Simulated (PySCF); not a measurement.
Mayer bond orders and bond lengths

Species: C6H8F4.
Atom-mapped SMILES: `[CH3:1]/[C:2](=[CH:3]/[CH2:4][F:5])[CH2:6][C:7]([F:8])([F:9])[F:10]` (hydrogens: H11, H12, H13 on C1; H14 on C3; H15, H16 on C4; H17, H18 on C6)

Cartesian coordinates in Å at the GFN2-xTB level; atoms count from 1:
```
atom  x, y, z in Å
C1    -0.434    2.022   -0.205
C2     0.131    0.637   -0.212
C3     1.374    0.381    0.183
C4     2.046   -0.961    0.200
F5     1.907   -1.624   -1.005
C6    -0.819   -0.437   -0.685
C7    -1.634   -0.992    0.469
F8    -2.425   -0.072    1.043
F9    -2.444   -1.986    0.072
F10   -0.871   -1.494    1.452
H11   -1.343    2.057    0.394
H12    0.279    2.734    0.200
H13   -0.692    2.324   -1.219
H14    1.992    1.200    0.521
H15    3.121   -0.854    0.364
H16    1.619   -1.621    0.965
H17   -1.527   -0.032   -1.411
H18   -0.290   -1.275   -1.139
```

Bond orders from the PBE0/pcSseg-1 density (PySCF). Isolated species at its GFN2-xTB geometry (one conformer only).

Problem. How far do the computed orders between heavy atoms stray from the drawn ones?

Solution. The largest departure is 0.124, at C4–F5 (drawn single, 0.876). Drawn single, order below 0.88: C4–F5 (0.876).

Problem. Give the Mayer order of every bond, beside its length.

Solution. 
```json
{"bond": "C1–C2", "drawn as": "single", "length (Å)": "1.496", "Mayer order": "1.068"}
{"bond": "C2–C3", "drawn as": "double", "length (Å)": "1.329", "Mayer order": "1.883"}
{"bond": "C3–C4", "drawn as": "single", "length (Å)": "1.501", "Mayer order": "1.066"}
{"bond": "C4–F5", "drawn as": "single", "length (Å)": "1.382", "Mayer order": "0.876"}
{"bond": "C2–C6", "drawn as": "single", "length (Å)": "1.511", "Mayer order": "1.021"}
{"bond": "C6–C7", "drawn as": "single", "length (Å)": "1.518", "Mayer order": "1.021"}
{"bond": "C7–F8", "drawn as": "single", "length (Å)": "1.343", "Mayer order": "0.989"}
{"bond": "C7–F9", "drawn as": "single", "length (Å)": "1.342", "Mayer order": "0.998"}
{"bond": "C7–F10", "drawn as": "single", "length (Å)": "1.342", "Mayer order": "0.994"}
{"bond": "C1–H11", "drawn as": "single", "length (Å)": "1.089", "Mayer order": "0.939"}
{"bond": "C1–H12", "drawn as": "single", "length (Å)": "1.086", "Mayer order": "0.962"}
{"bond": "C1–H13", "drawn as": "single", "length (Å)": "1.090", "Mayer order": "0.943"}
{"bond": "C3–H14", "drawn as": "single", "length (Å)": "1.080", "Mayer order": "0.940"}
{"bond": "C4–H15", "drawn as": "single", "length (Å)": "1.093", "Mayer order": "0.947"}
{"bond": "C4–H16", "drawn as": "single", "length (Å)": "1.096", "Mayer order": "0.938"}
{"bond": "C6–H17", "drawn as": "single", "length (Å)": "1.092", "Mayer order": "0.929"}
{"bond": "C6–H18", "drawn as": "single", "length (Å)": "1.090", "Mayer order": "0.907"}
```

Bonds between the same two heavy elements. C–C: lowest C2–C6 and C6–C7 (1.021, 1.511 Å), highest C2–C3 (1.883, 1.329 Å). C–F: lowest C4–F5 (0.876, 1.382 Å), highest C7–F9 (0.998, 1.342 Å). Bonds named together lie within 0.004.

Problem. Sum the orders of all bonds at each heavy atom with more than one neighbour and set the sums beside the valence in the SMILES.

Solution. C1 3.912 (drawn 4), C2 3.972 (drawn 4), C3 3.889 (drawn 4), C4 3.827 (drawn 4), C6 3.878 (drawn 4), C7 4.002 (drawn 4). Orders between atoms that aren't bonded are not in these sums.

For a closed shell the Mayer order of atoms A and B is Σ (PS)μν (PS)νμ over the basis functions μ on A and ν on B, with P the density and S the overlap matrix.
